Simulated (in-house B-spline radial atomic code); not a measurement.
## Binding energies in Pd⁵⁺

NIST's tabulated ground configuration is [Kr] 4d5; each binding energy is the energy of the ion with one electron taken from that subshell, relaxed, less that of the parent. Method: Dirac-Hartree-Fock, average of configuration, Fermi nucleus of rms radius 4.5318 fm. Calculated with an all-electron radial atomic-structure program (B-spline basis). Energies include first-order Breit, QED and recoil terms.

| subshell | X-ray name | binding energy (eV) | -ε (eV) | relaxation (eV) |
| --- | --- | --- | --- | --- |
| 1s | K | 24442.3 | 24573.9 | 58.3 |
| 2s | L1 | 3704 | 3740.3 | 29.0 |
| 2p1/2 | L2 | 3424.9 | 3464.1 | 32.2 |
| 2p3/2 | L3 | 3267.7 | 3303.9 | 31.3 |
| 3s | M1 | 765 | 776.1 | 10.0 |
| 3p1/2 | M2 | 654.5 | 665.8 | 10.3 |
| 3p3/2 | M3 | 626.4 | 636.9 | 10.0 |
| 4s | N1 | 179.2 | 181.3 | 1.9 |
| 4p1/2 | N2 | 141.5 | 143.3 | 1.7 |
| 4p3/2 | N3 | 136.6 | 138.3 | 1.6 |
| 4d | N4,5 | 81.37 | 82.43 | 1.07 |

Relaxation = -ε minus the binding energy without Breit, QED and recoil terms.

Emission lines follow as differences of binding energies, with λ = 12398.42 eV·Å / E:

| line | holes | energy (eV) | wavelength (Å) |
| --- | --- | --- | --- |
| K-L3 | 1s → 2p3/2 | 21174.6 | 0.58553 |
| K-L2 | 1s → 2p1/2 | 21017.4 | 0.58991 |
| K-M3 | 1s → 3p3/2 | 23815.9 | 0.52059 |
| L1-M3 | 2s → 3p3/2 | 3077.6 | 4.0286 |
| L3-M1 | 2p3/2 → 3s | 2502.7 | 4.954 |

(1) What screening constant σ does Moseley's law, E = (3/4)·13.6057 eV·(Z - σ)², need for K-L3?

Moseley's non-relativistic formula needs a falling, then negative, screening constant for heavy elements, because relativity binds the 1s electron more strongly than the formula allows.

(2) What does it cost to remove both a 3p3/2 and a 3p1/2 electron?

(3) What does it cost to remove both a 1s and a 4p3/2 electron?

(4) What does it cost to remove both a 4p3/2 and a 4d electron?

Answers

(1) σ = 0.45.

(2) 1323.6 eV, which is 42.72 eV more than the two single binding energies together.

(3) 24605 eV, which is 26.35 eV more than the two single binding energies together.

(4) 236.59 eV, which is 18.61 eV more than the two single binding energies together.
